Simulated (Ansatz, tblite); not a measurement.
Removing and adding an electron: Zr2(Cl)8 (Zr2Cl8). Charge 0, multiplicity 1. Geometry: r2SCAN-D4/def2-SVP. Ansatz, gas phase; energy differences of separate SCF runs; the oxidised species was run as a doublet alone; the reduced species was run as a doublet alone.

```tsv
atom	x (Å)	y (Å)	z (Å)
Zr1	0.625	-1.136	1.141
Cl2	-0.532	-2.687	2.417
Cl3	1.951	-2.436	-0.282
Cl4	2.222	-0.297	2.612
Cl5	-0.893	0.920	1.435
Zr6	-0.792	1.255	-1.193
Cl7	1.553	1.141	-0.843
Cl8	-1.955	3.250	-0.820
Cl9	-0.969	1.163	-3.517
Cl10	-1.210	-1.173	-0.949
```

In the def2 sets Zr takes a core potential; there is no spin–orbit coupling. The xTB rows come from tblite. B3LYP takes the VWN-RPA correlation. HOMO above LUMO, or a gap near zero within one spin, warns that the state may not be the lowest or that an electron is smeared out.

```tsv
level	−HOMO (eV)	vertical IE (eV)	−LUMO (eV)	vertical EA (eV)	HOMO–LUMO gap (eV)	IE − EA (eV)	remarks
GFN2-xTB	12.34	14.25	10.26	8.11	2.07	6.15	–
PBE-D4/def2-TZVP	8.00	10.10	4.35	2.27	3.66	7.83	gap within one spin near zero (+1 doublet)
B3LYP-D4/def2-TZVP	9.08	10.74	3.86	2.37	5.22	8.37	–
```

(1) Estimate the rows for GFN1-xTB, PBE0-D4/def2-TZVP.

## Answers

(1) 
| level | −HOMO (eV) | vertical IE (eV) | −LUMO (eV) | vertical EA (eV) | HOMO–LUMO gap (eV) | IE − EA (eV) |
| --- | --- | --- | --- | --- | --- | --- |
| GFN1-xTB | 13.65 | 15.40 | 11.38 | 9.23 | 2.27 | 6.17 |
| PBE0-D4/def2-TZVP | 9.37 | 10.91 | 3.71 | 2.38 | 5.67 | 8.52 |

Relaxing the oxidised species (r2SCAN-D4/def2-SVP) changes its energy by -0.22 eV at PBE-D4/def2-TZVP, so the adiabatic ionisation energy to this nearest minimum is 9.88 eV. On the way the bond Zr1–Cl7 breaks. At PBE0-D4/def2-TZVP it is 10.18 eV. In the charge 1 doublet, Cl3 and Cl4 lie 2.72 Å apart (atoms count from 1), so these atoms are partly bonded to each other. Relaxing the reduced species (r2SCAN-D4/def2-SVP) changes its energy by -0.51 eV at PBE-D4/def2-TZVP, so the adiabatic electron affinity to this nearest minimum is 2.78 eV. At PBE0-D4/def2-TZVP it is 2.92 eV.     Raw xTB energy differences between charge states are shifted by several eV; the methods need an empirical correction for them. Sets without diffuse functions give affinities that are too small.
